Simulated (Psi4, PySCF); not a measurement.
Here is a job for PySCF.
```python
from pyscf import gto, scf, mp

mol = gto.M(
    atom='''
C     0.003607    0.072759    0.358527
H     0.014130   -0.024556    1.491846
C     0.001972    1.489052   -0.212949
H    -0.878369    2.022651    0.264792
H     0.894098    2.017892    0.247925
C     1.242518   -0.686502   -0.130181
H     1.272518   -0.673301   -1.219109
H     2.148534   -0.203547    0.235865
H     1.247660   -1.730211    0.209644
C    -1.248439   -0.679813   -0.106477
H    -1.299085   -0.666395   -1.194638
H    -1.252717   -1.723497    0.233437
H    -2.144719   -0.192018    0.276719
''',
    basis='6-31g**',
    charge=-1,
    spin=0,
    verbose=4,
)

mf = scf.RHF(mol)
mf.kernel()

pt = mp.MP2(mf, frozen=4)
pt.kernel()
print('E(MP2) = %.10f' % pt.e_tot)
```

### Question
Write the same job for Psi4.

### Answer
This is not unique; one that fits is 
```
memory 2 GB

molecule {
-1 1
C     0.00360706    0.07275878    0.35852744
H     0.01413019   -0.02455558    1.49184561
C     0.00197210    1.48905250   -0.21294948
H    -0.87836911    2.02265113    0.26479170
H     0.89409793    2.01789160    0.24792523
C     1.24251803   -0.68650164   -0.13018073
H     1.27251834   -0.67330054   -1.21910898
H     2.14853428   -0.20354655    0.23586489
H     1.24765967   -1.73021109    0.20964392
C    -1.24843893   -0.67981278   -0.10647724
H    -1.29908454   -0.66639513   -1.19463808
H    -1.25271749   -1.72349693    0.23343705
H    -2.14471882   -0.19201806    0.27671870
}

set {
  basis 6-31g**
  freeze_core true
  mp2_type conv
  scf_type pk
  puream true
  d_convergence 1e-8
}

energy('mp2')
print_variables()
```

Both were run: PySCF gave -157.187222 Eh and Psi4 -157.187222 Eh, 0.000 mEh apart.
